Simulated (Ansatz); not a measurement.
Basis-set extrapolation for C$_{2}$H$_{7}$AlO$_{2}$ (PBE0-D4/def2-TZVP geometry, frozen core, Ansatz 0.2.0). Multiplicity 1, RHF reference.

|  | def2-TZVPP | def2-QZVPP |
| --- | --- | --- |
| HF | -471.527627 | -471.545744 |
| MP2 correlation | -0.911734 | -0.979268 |
| CCSD(T) correlation | -0.984841 | not run |

Energies in hartree. Use E(X) = E(∞) + A·exp(−7.88·√X) for Hartree–Fock and E(X) = E(∞) + B·X^(−2.97) for correlation, with X = 3 and 4, and add CCSD(T) minus MP2 of the smaller set to the MP2 limit.

What is the CCSD(T) energy at the basis-set limit?

HF limit: -471.545744 + (-0.018117) × 0.13774 = -471.54824. MP2 limit: -0.979268 + (-0.067534) × 0.74074 = -1.02929. Higher-order term: -0.984841 − (-0.911734) = -0.07311. Total: -472.65064 hartree, 362.8 kJ/mol below CCSD(T)/def2-TZVPP.
